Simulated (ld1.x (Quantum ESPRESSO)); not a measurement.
**What one change does to a pseudopotential (Sr (Z = 38), TM)**

Sr, norm-conserving Troullier–Martins (Kleinman–Bylander form), made with ld1.x (Quantum ESPRESSO) 7.5 (PBE, scalar-relativistic). Core [Ar] 3d10 4s2, reference 4p6 4d0 5s2 5p0. Waves: 4p (bound): rc 2.20 bohr; 4d (bound, empty): rc 3.00 bohr; 5s (bound): rc 3.65 bohr. Local part: the s channel. Core correction: none.

Change: local potential all-electron potential smoothed inside 2.55 bohr (lloc = -1).

Cutoffs: the cutoffs (Ry, on a coarse ladder) from which the occupation-weighted sum of valence levels, in a spherical-Bessel basis at the reference potential, stays within 10 and 1 mRy of its value at 400 Ry; they do not see the model core or the augmentation charge, which bear on the density cutoff. Errors are all-electron minus pseudo energies relative to the spin-unpolarised reference configuration.

Problem. How do hardness, ghosts and transferability respond?

Solution. The potential gets neither clearly harder nor softer (15 Ry and 30 Ry → 15 Ry and 30 Ry); a bound ghost appears in s, which as a rule spoils a file; of the 7 tests that both files solve, the error grows in 0 and shrinks in 6 by more than 15 % and 0.3 meV (median size 36.4 → 4.5 meV); the range in which the p phases agree widens (upper end -0.5 → 3.0). In the separable form a ghost depends on how the local part lies against the semilocal potential of the channel, so the choice of the local part can create or remove one.

```tsv
quantity	base	changed
cutoff, loose	15 Ry	15 Ry
cutoff, tight	30 Ry	30 Ry
bound ghosts	none	s
error for 4p6 4d0 5s1 5p0, meV [ΔE 5.89 eV]	+5.6	+1.6
error for 4p6 4d0 5s0 5p0, meV [ΔE 16.89 eV]	+36	+40
error for 4p6 4d0 5s1.5 5p0, meV [ΔE 2.34 eV]	+1.0	-0.2
error for 4p6 4d0 5s0 5p1, meV [ΔE 8.82 eV]	-545	+3.4
error for 4p6 4d0 5s1 5p1, meV [ΔE 2.30 eV]	-314	-4.5
error for 4p6 4d1 5s0 5p0, meV [ΔE 7.65 eV]	-31	-23
error for 4p6 4d0 5s0 5p2, meV [ΔE 4.71 eV]	-726	-6.3
s: phases at 3.93 bohr within 0.05 rad from the reference energy up to (Ry; the scan ends near 5)	n/a	n/a
p: phases at 3.93 bohr within 0.05 rad from the reference energy up to (Ry; the scan ends near 5)	-0.5	3.0
d: phases at 3.93 bohr within 0.05 rad from the reference energy up to (Ry; the scan ends near 5)	0.6	1.0
```

 A true bound ghost makes a file unfit for plane-wave use even where its test errors are small: the radial tests pick states by their node count and pass the ghost by.
